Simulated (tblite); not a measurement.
A geometry optimisation, step by step.

Species: C4H10PSi (doublet state).
SMILES with atom numbers: `[CH3:1][C@@H:2]1[CH2:3][C@@H:4]1[SiH2:5][PH:6]` (hydrogens: H7, H8, H9 on C1; H10 on C2; H11, H12 on C3; H13 on C4; H14, H15 on Si5; H16 on P6)

Computed with GFN2-xTB (tblite), gas phase: L-BFGS steps from a force-field or distance-geometry start until the largest atomic force falls under 0.01 eV/Å. 5 of its 103 geometries are shown.

Step 0: E = -484.9807 eV, largest atomic force 2.215 eV/Å
```
atom  x, y, z in Å  |  force x, y, z in eV/Å
C1     -1.391   -1.151    0.184   -1.461  -0.701   0.377
C2     -1.236    0.283    0.557   -0.747   1.117   0.180
C3     -0.795    1.297   -0.477   -0.684   0.035  -0.206
C4      0.079    0.959    0.704   -0.451   1.440   0.657
Si5     1.692    0.220    0.257    1.738   0.950  -0.473
P6      1.911   -1.862    0.694    0.100  -2.160   0.481
H7     -2.416   -1.267   -0.269    0.894  -0.010   0.228
H8     -1.427   -1.751    1.129    0.397   0.167  -0.897
H9     -0.661   -1.528   -0.543   -0.116   0.173   0.489
H10    -2.030    0.660    1.260    0.703  -0.527  -0.675
H11    -1.323    2.280   -0.465    0.610  -0.971  -0.354
H12    -0.491    0.875   -1.463   -0.443   0.708   0.847
H13     0.127    1.790    1.454   -0.051  -0.890  -0.499
H14     2.757    0.948    0.985   -0.109   0.054  -0.038
H15     1.946    0.479   -1.169    0.025   0.000  -0.087
H16     3.252   -2.224    0.419   -0.406   0.617  -0.030
```

Step 26: E = -485.4269 eV, largest atomic force 0.049 eV/Å
```
atom  x, y, z in Å  |  force x, y, z in eV/Å
C1     -1.407   -1.135    0.182    0.007   0.026  -0.004
C2     -1.263    0.317    0.557   -0.010   0.011  -0.038
C3     -0.876    1.327   -0.472    0.045   0.011   0.015
C4      0.081    0.989    0.644    0.014  -0.023  -0.002
Si5     1.740    0.177    0.254   -0.015  -0.014   0.008
P6      1.868   -1.988    0.784   -0.023   0.005   0.018
H7     -2.390   -1.306   -0.256    0.018  -0.029  -0.015
H8     -1.310   -1.772    1.061    0.030   0.012  -0.009
H9     -0.646   -1.429   -0.539   -0.036   0.009  -0.018
H10    -2.001    0.632    1.289    0.033   0.019   0.002
H11    -1.350    2.299   -0.472   -0.016  -0.033   0.017
H12    -0.631    0.972   -1.463   -0.027  -0.010   0.025
H13     0.152    1.746    1.419   -0.006  -0.010  -0.004
H14     2.760    0.908    1.021    0.012   0.024  -0.013
H15     2.053    0.327   -1.178   -0.023   0.014   0.003
H16     3.211   -2.056    0.426   -0.002  -0.013   0.017
```

Step 51: E = -485.4417 eV, largest atomic force 0.035 eV/Å
```
atom  x, y, z in Å  |  force x, y, z in eV/Å
C1     -1.361   -1.130    0.123   -0.006  -0.001  -0.007
C2     -1.248    0.309    0.551   -0.007  -0.008  -0.011
C3     -0.888    1.362   -0.445    0.010  -0.007   0.010
C4      0.087    0.997    0.646    0.017   0.006  -0.028
Si5     1.729    0.167    0.231    0.005  -0.007  -0.004
P6      1.799   -1.950    0.940    0.014   0.024   0.004
H7     -2.383   -1.352   -0.184   -0.002   0.007  -0.013
H8     -1.100   -1.800    0.942   -0.005   0.016  -0.002
H9     -0.698   -1.338   -0.716   -0.003   0.007   0.015
H10    -1.975    0.586    1.307   -0.014  -0.002   0.001
H11    -1.385    2.321   -0.404    0.028  -0.011   0.009
H12    -0.654    1.042   -1.450   -0.018   0.014   0.010
H13     0.163    1.729    1.443   -0.014  -0.020   0.007
H14     2.788    0.945    0.892   -0.002   0.000  -0.004
H15     1.982    0.224   -1.219   -0.026  -0.022   0.008
H16     3.137   -2.103    0.598    0.022   0.003   0.005
```

Step 76: E = -485.4600 eV, largest atomic force 0.051 eV/Å
```
atom  x, y, z in Å  |  force x, y, z in eV/Å
C1     -1.373   -1.107   -0.005   -0.002   0.018  -0.014
C2     -1.258    0.296    0.530   -0.011   0.010   0.004
C3     -0.872    1.431   -0.359   -0.003   0.003  -0.005
C4      0.091    0.941    0.690    0.016   0.007  -0.013
Si5     1.688    0.087    0.176    0.026   0.043  -0.008
P6      1.941   -1.824    1.298   -0.005  -0.014   0.006
H7     -2.405   -1.332   -0.274    0.012   0.002   0.003
H8     -1.049   -1.824    0.750   -0.022  -0.007  -0.046
H9     -0.752   -1.229   -0.890    0.006  -0.039   0.009
H10    -1.991    0.517    1.299    0.006   0.003   0.041
H11    -1.345    2.392   -0.217   -0.009  -0.005   0.000
H12    -0.644    1.216   -1.393   -0.006  -0.016   0.002
H13     0.190    1.587    1.555    0.004   0.000   0.003
H14     2.797    1.008    0.470    0.000  -0.003  -0.004
H15     1.710   -0.170   -1.274   -0.006  -0.005   0.013
H16     3.264   -1.981    0.902   -0.008   0.001   0.008
```

Step 102: E = -485.4631 eV, largest atomic force 0.009 eV/Å
```
atom  x, y, z in Å  |  force x, y, z in eV/Å
C1     -1.385   -1.104   -0.026    0.001   0.000  -0.003
C2     -1.246    0.285    0.541    0.000   0.001  -0.003
C3     -0.881    1.432   -0.343    0.005   0.002   0.000
C4      0.104    0.935    0.683    0.001   0.003  -0.001
Si5     1.702    0.089    0.157   -0.004   0.001  -0.006
P6      1.951   -1.786    1.341   -0.003  -0.006  -0.002
H7     -2.414   -1.286   -0.332    0.004  -0.004   0.006
H8     -1.111   -1.850    0.721   -0.006   0.006  -0.004
H9     -0.741   -1.234   -0.893    0.006   0.003   0.005
H10    -1.960    0.493    1.333    0.002  -0.005   0.002
H11    -1.354    2.390   -0.184   -0.001  -0.003   0.000
H12    -0.675    1.222   -1.382    0.001  -0.001   0.001
H13     0.211    1.572    1.554    0.000   0.000   0.001
H14     2.813    1.020    0.404   -0.003   0.001   0.000
H15     1.699   -0.215   -1.283   -0.002  -0.001   0.001
H16     3.279   -1.954    0.967    0.001   0.001   0.003
```

**Question.** Summarise the path.

**Answer.** The energy falls by 11.13 kcal/mol from step 0 to step 102; nine tenths of that is first reached at step 14. It rises by more than 0.2 meV at step 67. The largest force goes from 2.215 to 0.009 eV/Å. Among the bonds Si5–P6 changes most, from 2.138 to 2.231 Å; the atoms move by 0.408 Å rms after alignment.

**Question.** Follow the three bonds and two angles with the largest change from start to end.

**Answer.** 
```json
{"step": "0", "E above end (kcal/mol)": "11.13", "largest force (eV/Å)": "2.215", "Si5–P6 (Å)": "2.138", "C4–Si5 (Å)": "1.830", "C2–H10 (Å)": "1.126", "Si5–P6–H16 (°)": "107.8", "C4–Si5–P6 (°)": "115.7"}
{"step": "4", "E above end (kcal/mol)": "2.33", "largest force (eV/Å)": "0.347", "Si5–P6 (Å)": "2.253", "C4–Si5 (Å)": "1.889", "C2–H10 (Å)": "1.082", "Si5–P6–H16 (°)": "99.3", "C4–Si5–P6 (°)": "113.3"}
{"step": "9", "E above end (kcal/mol)": "1.42", "largest force (eV/Å)": "0.183", "Si5–P6 (Å)": "2.229", "C4–Si5 (Å)": "1.893", "C2–H10 (Å)": "1.088", "Si5–P6–H16 (°)": "95.0", "C4–Si5–P6 (°)": "113.1"}
{"step": "13", "E above end (kcal/mol)": "1.14", "largest force (eV/Å)": "0.088", "Si5–P6 (Å)": "2.230", "C4–Si5 (Å)": "1.882", "C2–H10 (Å)": "1.085", "Si5–P6–H16 (°)": "93.2", "C4–Si5–P6 (°)": "113.4"}
{"step": "18", "E above end (kcal/mol)": "0.97", "largest force (eV/Å)": "0.067", "Si5–P6 (Å)": "2.230", "C4–Si5 (Å)": "1.886", "C2–H10 (Å)": "1.087", "Si5–P6–H16 (°)": "91.9", "C4–Si5–P6 (°)": "113.7"}
{"step": "22", "E above end (kcal/mol)": "0.90", "largest force (eV/Å)": "0.079", "Si5–P6 (Å)": "2.228", "C4–Si5 (Å)": "1.885", "C2–H10 (Å)": "1.085", "Si5–P6–H16 (°)": "92.2", "C4–Si5–P6 (°)": "114.1"}
{"step": "27", "E above end (kcal/mol)": "0.82", "largest force (eV/Å)": "0.052", "Si5–P6 (Å)": "2.234", "C4–Si5 (Å)": "1.888", "C2–H10 (Å)": "1.087", "Si5–P6–H16 (°)": "92.4", "C4–Si5–P6 (°)": "114.8"}
{"step": "31", "E above end (kcal/mol)": "0.77", "largest force (eV/Å)": "0.041", "Si5–P6 (Å)": "2.233", "C4–Si5 (Å)": "1.886", "C2–H10 (Å)": "1.085", "Si5–P6–H16 (°)": "92.7", "C4–Si5–P6 (°)": "115.1"}
{"step": "35", "E above end (kcal/mol)": "0.73", "largest force (eV/Å)": "0.064", "Si5–P6 (Å)": "2.234", "C4–Si5 (Å)": "1.887", "C2–H10 (Å)": "1.085", "Si5–P6–H16 (°)": "92.7", "C4–Si5–P6 (°)": "114.6"}
{"step": "40", "E above end (kcal/mol)": "0.61", "largest force (eV/Å)": "0.080", "Si5–P6 (Å)": "2.233", "C4–Si5 (Å)": "1.886", "C2–H10 (Å)": "1.086", "Si5–P6–H16 (°)": "93.6", "C4–Si5–P6 (°)": "112.9"}
{"step": "44", "E above end (kcal/mol)": "0.56", "largest force (eV/Å)": "0.047", "Si5–P6 (Å)": "2.233", "C4–Si5 (Å)": "1.886", "C2–H10 (Å)": "1.085", "Si5–P6–H16 (°)": "93.7", "C4–Si5–P6 (°)": "112.3"}
{"step": "49", "E above end (kcal/mol)": "0.50", "largest force (eV/Å)": "0.053", "Si5–P6 (Å)": "2.232", "C4–Si5 (Å)": "1.885", "C2–H10 (Å)": "1.086", "Si5–P6–H16 (°)": "93.3", "C4–Si5–P6 (°)": "112.2"}
{"step": "53", "E above end (kcal/mol)": "0.48", "largest force (eV/Å)": "0.050", "Si5–P6 (Å)": "2.234", "C4–Si5 (Å)": "1.886", "C2–H10 (Å)": "1.085", "Si5–P6–H16 (°)": "93.2", "C4–Si5–P6 (°)": "111.7"}
{"step": "58", "E above end (kcal/mol)": "0.42", "largest force (eV/Å)": "0.094", "Si5–P6 (Å)": "2.228", "C4–Si5 (Å)": "1.884", "C2–H10 (Å)": "1.086", "Si5–P6–H16 (°)": "93.4", "C4–Si5–P6 (°)": "111.5"}
{"step": "62", "E above end (kcal/mol)": "0.33", "largest force (eV/Å)": "0.115", "Si5–P6 (Å)": "2.237", "C4–Si5 (Å)": "1.886", "C2–H10 (Å)": "1.085", "Si5–P6–H16 (°)": "93.2", "C4–Si5–P6 (°)": "111.1"}
{"step": "67", "E above end (kcal/mol)": "0.21", "largest force (eV/Å)": "0.158", "Si5–P6 (Å)": "2.234", "C4–Si5 (Å)": "1.882", "C2–H10 (Å)": "1.085", "Si5–P6–H16 (°)": "93.7", "C4–Si5–P6 (°)": "110.6"}
{"step": "71", "E above end (kcal/mol)": "0.12", "largest force (eV/Å)": "0.050", "Si5–P6 (Å)": "2.234", "C4–Si5 (Å)": "1.883", "C2–H10 (Å)": "1.086", "Si5–P6–H16 (°)": "93.4", "C4–Si5–P6 (°)": "110.2"}
{"step": "75", "E above end (kcal/mol)": "0.08", "largest force (eV/Å)": "0.052", "Si5–P6 (Å)": "2.230", "C4–Si5 (Å)": "1.883", "C2–H10 (Å)": "1.085", "Si5–P6–H16 (°)": "93.5", "C4–Si5–P6 (°)": "110.2"}
{"step": "80", "E above end (kcal/mol)": "0.04", "largest force (eV/Å)": "0.038", "Si5–P6 (Å)": "2.233", "C4–Si5 (Å)": "1.883", "C2–H10 (Å)": "1.086", "Si5–P6–H16 (°)": "93.4", "C4–Si5–P6 (°)": "110.0"}
{"step": "84", "E above end (kcal/mol)": "0.03", "largest force (eV/Å)": "0.026", "Si5–P6 (Å)": "2.230", "C4–Si5 (Å)": "1.883", "C2–H10 (Å)": "1.085", "Si5–P6–H16 (°)": "93.7", "C4–Si5–P6 (°)": "109.7"}
{"step": "89", "E above end (kcal/mol)": "0.01", "largest force (eV/Å)": "0.018", "Si5–P6 (Å)": "2.232", "C4–Si5 (Å)": "1.882", "C2–H10 (Å)": "1.086", "Si5–P6–H16 (°)": "93.5", "C4–Si5–P6 (°)": "109.6"}
{"step": "93", "E above end (kcal/mol)": "0.01", "largest force (eV/Å)": "0.022", "Si5–P6 (Å)": "2.231", "C4–Si5 (Å)": "1.883", "C2–H10 (Å)": "1.085", "Si5–P6–H16 (°)": "93.6", "C4–Si5–P6 (°)": "109.3"}
{"step": "98", "E above end (kcal/mol)": "0.00", "largest force (eV/Å)": "0.012", "Si5–P6 (Å)": "2.232", "C4–Si5 (Å)": "1.882", "C2–H10 (Å)": "1.085", "Si5–P6–H16 (°)": "93.6", "C4–Si5–P6 (°)": "109.1"}
{"step": "102", "E above end (kcal/mol)": "0.00", "largest force (eV/Å)": "0.009", "Si5–P6 (Å)": "2.231", "C4–Si5 (Å)": "1.883", "C2–H10 (Å)": "1.085", "Si5–P6–H16 (°)": "93.8", "C4–Si5–P6 (°)": "108.9"}
```

What follows is the cost of the whole relaxation. Hardware: an Arm Neoverse V1 with one thread, no GPU, shared host. Cost: 0.69 s.
